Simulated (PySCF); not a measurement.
Compound: C7H10OS.
Atom-mapped SMILES: `[CH3:1][CH:2]([CH3:3])[O:4][c:5]1[cH:6][cH:7][s:8][cH:9]1` (hydrogens: H10, H11, H12 on C1; H13 on C2; H14, H15, H16 on C3; H17 on C6; H18 on C7; H19 on C9)

Computed with PySCF at CAM-B3LYP/def2-SVPD, non-relativistic, on one gas-phase PBE0-D3(BJ)/def2-SVP geometry that isn't relaxed in the solvent. The solvent is an IEF-PCM continuum (van der Waals radii × 1.2), and excitations are vertical TDDFT with non-equilibrium linear response and a frozen core. Only the electrostatic response of the medium enters.

Gas-phase singlets (H = HOMO, L = LUMO):

```csv
state,E (eV),λ (nm),f,leading configurations
S1,5.187,239,0.105,H→L 95%
S2,5.713,217,0.003,H→L+2 70%
S3,5.968,208,0.095,H-1→L 84%
S4,6.096,203,0.005,"H→L+1 67%, H→L+6 14%, H→L+2 9%"
S5,6.450,192,0.004,H-1→L+2 70%
```

Task: Give the list for cyclohexane (ε = 2.017), n² = 2.04.

Result: 
```csv
state,E (eV),λ (nm),f,leading configurations,change by rank (eV)
S1,5.129,242,0.146,H→L 96%,-0.058
S2,5.731,216,0.004,"H→L+2 68%, H→L+1 9%",+0.018
S3,5.903,210,0.145,H-1→L 87%,-0.065
S4,6.090,204,0.004,"H→L+1 66%, H→L+6 15%, H→L+2 10%",-0.006
S5,6.469,192,0.005,H-1→L+2 68%,+0.019
```

Task: What are the lowest 5 singlets in chloroform (ε = 4.711)?

Result: 
```csv
state,E (eV),λ (nm),f,leading configurations,change by rank (eV)
S1,5.140,241,0.148,H→L 96%,-0.047
S2,5.761,215,0.004,"H→L+2 59%, H→L+1 20%",+0.048
S3,5.903,210,0.149,H-1→L 87%,-0.065
S4,6.088,204,0.004,"H→L+1 59%, H→L+2 19%, H→L+6 9%",-0.008
S5,6.498,191,0.006,"H-1→L+2 61%, H-1→L+1 8%",+0.048
```

Task: The ground-state energy changes by -0.138 eV from gas to chloroform. By how much does the total energy of gas-phase S1 change?

Result: E(S1) = E(S0) + excitation energy, so it changes by -0.138 − 0.047 = -0.185 eV: it is lowered more than the ground state, which is what a red shift means. This is the vertical state, with the slow part of the continuum still set for S0.

Task: How do the frontier levels move from gas to chloroform?

Result: 
```tsv
orbital	gas (eV)	solvent (eV)	change (eV)	Löwdin shares, gas	Löwdin shares, solvent
LUMO+2	1.38	1.42	+0.04	S8 74 %, H18 8 %, C7 6 %	S8 75 %, H18 7 %, C7 6 %, C9 4 %
LUMO+1	1.27	1.38	+0.11	C1 13 %, C3 11 %, S8 11 %, C6 7 %	S8 28 %, C1 10 %, C3 7 %, C6 7 %
LUMO	0.72	0.69	-0.03	C7 25 %, S8 22 %, C9 16 %, C6 15 %	C7 25 %, S8 22 %, C9 16 %, C6 15 %
HOMO	-7.36	-7.42	-0.06	C9 23 %, O4 20 %, C5 17 %, S8 16 %	C9 24 %, O4 20 %, C5 17 %, S8 16 %
HOMO-1	-8.30	-8.35	-0.05	C6 28 %, S8 26 %, C7 19 %, C9 14 %	C6 28 %, S8 26 %, C7 20 %, C9 14 %
HOMO-2	-10.42	-10.37	+0.05	O4 30 %, C2 17 %, H13 11 %, S8 7 %	O4 27 %, C2 18 %, H13 12 %, C1 8 %
HOMO-3	-10.79	-10.74	+0.05	O4 30 %, C2 14 %, C1 12 %, C3 10 %	O4 26 %, C2 15 %, C1 14 %, C3 12 %
```

The HOMO–LUMO gap goes from 8.08 to 8.11 eV.

The values belong to the conformer `[CH3:1][CH:2]([CH3:3])[O:4][c:5]1[cH:6][cH:7][s:8][cH:9]1`: C1–C2–O4–C5 72°, C2–O4–C5–C6 13°.
